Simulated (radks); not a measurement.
Results of a calculation; reference values are marked as such.
Spherical quantum dot in the effective-mass picture: electrons in a well V = -V0 / (1 + exp((r - R)/a)) with V0 = 28.7, R = 1.64, a = 0.13, all in effective atomic units (hartree* = m*/eps^2 hartree, bohr* = eps/m* bohr), one dielectric constant everywhere. Level of theory: non-relativistic Kohn-Sham, PBE, spin-polarised, spherical densities (a radial shooting solver with Libxc functionals). Levels are named by radial order and angular momentum (1s, 1p, 1d, 2s, ...), and open shells are averaged over m.

N = 19, configuration 1s2 1p6 1d10 2s(up 1, down 0). This is the lowest configuration that the search found. Occupied and some empty levels:

level,occupation,eigenvalue (hartree*),<r> (bohr*)
1s up,1,-11.004,0.9714
1s down,1,-10.947,0.9823
1p up,3,-9.6540,1.082
1p down,3,-9.6319,1.083
1d up,5,-7.7098,1.160
1d down,5,-7.6948,1.160
2s up,1,-5.8073,0.8551
2s down,0,-5.5717,0.8647
1f up,0,-5.2768,1.224
1f down,0,-5.2611,1.224
2p up,0,-2.7784,0.9938
2p down,0,-2.6750,1.002
1g up,0,-2.4229,1.280
1g down,0,-2.4045,1.280

Energy (hartree*): total -305.528, kinetic 72.926, external -509.53, Hartree 148.04, exchange-correlation -16.959.
